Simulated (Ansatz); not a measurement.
Ansatz (an electronic-structure program) input (CCSD(T)/cc-pwCVTZ):
A basis named .json is the Basis Set Exchange file of that set.

Ansatz 0.2 input:
```yaml
crystal:
  periodic: [false, false, false]
  atoms:
    - {symbol: Si, position_ang: [-0.89084502, -0.01470586, -0.53103017]}
    - {symbol: C, position_ang: [-1.96588386, 1.46305852, -0.80826597]}
    - {symbol: C, position_ang: [-1.38148978, -1.12723034, 0.86194534]}
    - {symbol: N, position_ang: [0.80697438, 0.69225156, -0.03951663]}
    - {symbol: Si, position_ang: [2.11766007, -0.53015496, 0.47879592]}
    - {symbol: H, position_ang: [-0.51519615, -0.72700875, -1.76462988]}
    - {symbol: H, position_ang: [-2.94840737, 1.13134698, -1.15384162]}
    - {symbol: H, position_ang: [-1.56286978, 2.13057062, -1.57219336]}
    - {symbol: H, position_ang: [-2.12059203, 2.03319871, 0.11035020]}
    - {symbol: H, position_ang: [-2.37658013, -1.52888296, 0.65359907]}
    - {symbol: H, position_ang: [-0.71075143, -1.97906679, 0.98216184]}
    - {symbol: H, position_ang: [-1.44156577, -0.59133203, 1.81166557]}
    - {symbol: H, position_ang: [1.15434301, 1.23544182, -0.83326390]}
    - {symbol: H, position_ang: [1.98345679, -1.62576179, -0.48982938]}
    - {symbol: H, position_ang: [3.38576826, 0.20536038, 0.38365240]}
    - {symbol: H, position_ang: [1.73580426, -0.89288058, 1.84892009]}
    - {symbol: H, position_ang: [0.67660094, 1.37633559, 0.70922846]}
basis:
  gaussian:
    orbitals: cc-pwCVTZ.json
total_charge: 1
magnetization: {spin_polarized: false}
correlation: {method: ccsd_t, electrons: outside_noble_gas}
```

End of the output:

```
integrals: 6.84 GiB planned
2334 factors; integrals over basis functions are off by at most 9.1e-4 eV
3.08 GiB of device memory are held for the factors and their scratch space
mean field: 2.97 GiB planned
mean field evaluation 1: about -19448.7891 eV, gradient 5.2e1 eV
mean field evaluation 2: about -19449.0724 eV, gradient 5.2e1 eV
mean field evaluation 4: about -19455.4419 eV, gradient 4.4e0 eV
mean field evaluation 8: about -19455.5221 eV, gradient 2.2e-1 eV
mean field evaluation 16: about -19453.9522 eV, gradient 2.4e1 eV
mean field -19455.52237644 eV, -714.9772599074 hartree, gradient 8.0e-6 eV, S^2 0.000000; 0 other end points of the search recorded, 0 dependent functions left out
13 core orbitals not correlated
reference -19455.52237644 eV, -714.9772599074 hartree; 16, 16 occupied and 386, 386 virtual orbitals, 2334 factors
second order -22.59030272 eV of doubles, -0.00000000 eV of singles
coupled cluster: 43.00 GiB planned
cycle   1  -23.77194704 eV  change    -1.2e0 eV  update   9.5e-2
cycle   2  -24.40711745 eV  change   -6.4e-1 eV  update   2.8e-2
cycle   3  -24.47715156 eV  change   -7.0e-2 eV  update   9.9e-3
cycle   4  -24.47213517 eV  change    5.0e-3 eV  update   2.4e-3
cycle   5  -24.47233197 eV  change   -2.0e-4 eV  update   7.8e-4
cycle   6  -24.47213006 eV  change    2.0e-4 eV  update   2.3e-4
cycle   7  -24.47207026 eV  change    6.0e-5 eV  update   6.7e-5
cycle   8  -24.47208388 eV  change   -1.4e-5 eV  update   2.2e-5
perturbative correction -0.88743807 eV, -0.0326127476 hartree
Total energy: -19480.88189839 eV, -715.9092051497 hartree
```

It need not be the lowest isomer of its formula.
